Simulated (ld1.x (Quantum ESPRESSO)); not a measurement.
**Reading a pseudo-wave (lithium)**

Columns: radius, all-electron u(r) and pseudo u(r) of the 1s shell (level -53.48 eV) of lithium in the configuration 1s2 2s0 2p1; BLYP, scalar-relativistic, TM scheme, ld1.x (Quantum ESPRESSO) 7.5.

| r (bohr) | all-electron | pseudo |
| --- | --- | --- |
| 0.247 | 1.1129 | 1.1236 |
| 0.494 | 1.1214 | 1.1364 |
| 0.741 | 0.8793 | 0.8793 |
| 0.988 | 0.6291 | 0.6291 |
| 1.235 | 0.4305 | 0.4305 |
| 1.482 | 0.2871 | 0.2871 |
| 1.729 | 0.1881 | 0.1881 |
| 1.976 | 0.1216 | 0.1216 |
| 2.223 | 0.0779 | 0.0779 |
| 2.470 | 0.0496 | 0.0496 |
| 2.717 | 0.0314 | 0.0314 |
| 2.964 | 0.0199 | 0.0199 |
| 3.211 | 0.0125 | 0.0125 |
| 3.458 | 0.0079 | 0.0079 |
| 3.705 | 0.0049 | 0.0049 |
| 3.952 | 0.0031 | 0.0031 |
| 4.199 | 0.0019 | 0.0019 |
| 4.446 | 0.0012 | 0.0012 |
| 4.693 | 0.0007 | 0.0007 |
| 4.940 | 0.0005 | 0.0005 |
| 5.187 | 0.0003 | 0.0003 |
| 5.434 | 0.0002 | 0.0002 |
| 5.681 | 0.0001 | 0.0001 |
| 5.928 | 0.0001 | 0.0001 |
| 6.175 | 0.0000 | 0.0000 |
| 6.422 | 0.0000 | 0.0000 |

(1) How many radial nodes do the two functions have?

(2) At about which radius was the pseudo-wave matched?

(3) Is the pseudo-wave norm-conserving?

## Answers

(1) The all-electron 1s function has n − l − 1 = 0; the pseudo-wave has 0.

(2) 0.70 bohr, where the columns begin to agree (steps of 0.25 bohr).

(3) Yes: the TM scheme keeps the norm inside the radius equal to the all-electron one, which fixes the energy derivative of the logarithmic derivative at the level.
